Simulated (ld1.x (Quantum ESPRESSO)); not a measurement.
## Varying the TM potential for rhenium

Base potential:

```
Element                 : Re (Z = 75)
Generator               : ld1.x (Quantum ESPRESSO) 7.5
Type                    : norm-conserving Troullier–Martins (Kleinman–Bylander form)
Functional              : PBEsol
Relativity              : scalar-relativistic
Frozen core             : [Kr] 4d10 4f14 5s2
Valence charge          : 13
Reference configuration : 5p6 5d5 6s2 6p0
Partial waves           : 6s (bound): rc 2.40 bohr; 5p (bound): rc 1.75 bohr; 5d (bound): rc 2.60 bohr
Local potential         : all-electron potential smoothed inside 1.90 bohr (lloc = -2)
Core correction         : Bessel-smoothed model core inside 1.00 bohr
```

All-electron outer shells of the reference configuration (PBEsol, scalar-relativistic, ld1.x):

| shell | level (eV) | outermost node (bohr) | outermost maximum (bohr) |
| --- | --- | --- | --- |
| 5s | -85.29 | 0.52 | 0.93 |
| 5p | -47.03 | 0.56 | 1.06 |
| 4f | -42.34 | – | 0.41 |
| 6s | -5.98 | 1.24 | 2.57 |
| 5d | -5.40 | 0.62 | 1.43 |
| 6p | -1.29 | 1.48 | 3.61 |

Cutoffs, loose and tight: the cutoffs (Ry, on a coarse ladder) from which the occupation-weighted sum of valence levels, in a spherical-Bessel basis at the reference potential, stays within 10 and 1 mRy of its value at 400 Ry. They do not see the model core or the augmentation charge, which bear on the density cutoff. Test errors are all-electron minus pseudo excitation energies from the reference, over the configurations 5p6 5d5 6s1 6p0; 5p6 5d5 6s0 6p0; 5p6 5d4 6s0 6p0; 5p5 5d5 6s2 6p0; 5p6 5d5 6s0 6p1; 5p6 5d5 6s1 6p1; 5p6 5d5 6s0 6p2. A dash means not determined; rows that change the core or the reference have their own tests. The largest error is taken over the tests solved by every variant that gives reliable tests at all: 5p6 5d4 6s0 6p0; 5p6 5d5 6s0 6p0; 5p6 5d5 6s0 6p1; 5p6 5d5 6s0 6p2; 5p6 5d5 6s1 6p0; 5p6 5d5 6s1 6p1.

A true bound ghost makes a file unfit for plane-wave use even where its test errors are small: the radial tests pick states by their node count and pass the ghost by. Where a test does run into it, the solver fails or the error is huge.

```tsv
change	outcome	cutoff, loose	cutoff, tight	bound ghosts	largest test error (meV)
base	generated	45 Ry	55 Ry	s	-77
local potential all-electron potential smoothed inside 1.36 bohr (lloc = -2)	generated	45 Ry	55 Ry	s	+44
local potential all-electron potential smoothed inside 1.64 bohr (lloc = -2)	generated	45 Ry	55 Ry	s	+114
local potential all-electron potential smoothed inside 1.96 bohr (lloc = -2)	generated	45 Ry	55 Ry	none	-154
local potential all-electron potential smoothed inside 2.30 bohr (lloc = -2)	generated	45 Ry	55 Ry	none	-465
local potential all-electron potential smoothed inside 2.58 bohr (lloc = -2)	generated	45 Ry	55 Ry	none	-816
local potential all-electron potential smoothed inside 2.92 bohr (lloc = -2)	generated	45 Ry	55 Ry	none	-1242
```

(1) What comes out with this change to the base: local potential all-electron potential smoothed inside 1.06 bohr (lloc = -2)?

Answers

(1) outcome: generated; cutoff, loose: 40 Ry; cutoff, tight: 55 Ry; bound ghosts: s; largest test error (meV): +163.

Reading the sweep of the rcloc (base included, trends over the rows without a ghost): The loose cutoff stays near 45 Ry. The median size of the test errors (rows with all tests solved) rises from 39.4 meV at 1.96 to 366.9 meV at 2.92 bohr. Bound ghosts are found at 1.06, 1.36, 1.64, 1.9 bohr.
